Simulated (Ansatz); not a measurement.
Z-matrix (Å, degrees):
```
Si
Ge 1 2.397
F 1 1.595 2 108.2
H 1 1.482 2 109.1 3 118.7
H 1 1.482 2 110.2 3 -119.2
Cl 2 2.145 1 109.1 3 -49.8
F 2 1.738 1 108.2 3 64.9
H 2 1.537 1 119.5 3 -174.1
```

Total charge 0; spin multiplicity 1.

(1) List the ωB97M-V/def2-TZVPP orbital energies in eV (Ansatz 0.2.0). (Best estimate.)

Answers

(1) Computed: Occupied: -10868.12, -2772.05, -1808.75, -1363.88, -1211.63, -1211.61, -1211.59, -678.02, -677.02, -262.43, -199.91, -199.78, -199.77, -175.73, -149.72, -125.03, -124.98, -124.89, -103.87, -103.83, -103.80, -38.17, -37.82, -37.71, -37.70, -37.69, -36.56, -34.80, -25.79, -19.55, -18.17, -15.94, -15.90, -15.68, -14.92, -14.70, -14.36, -12.84, -12.68, -12.14, -11.75, -10.62. Lowest empty: 0.41, 1.07, 1.64, 2.80, 2.97, 3.59, 4.06, 5.19.
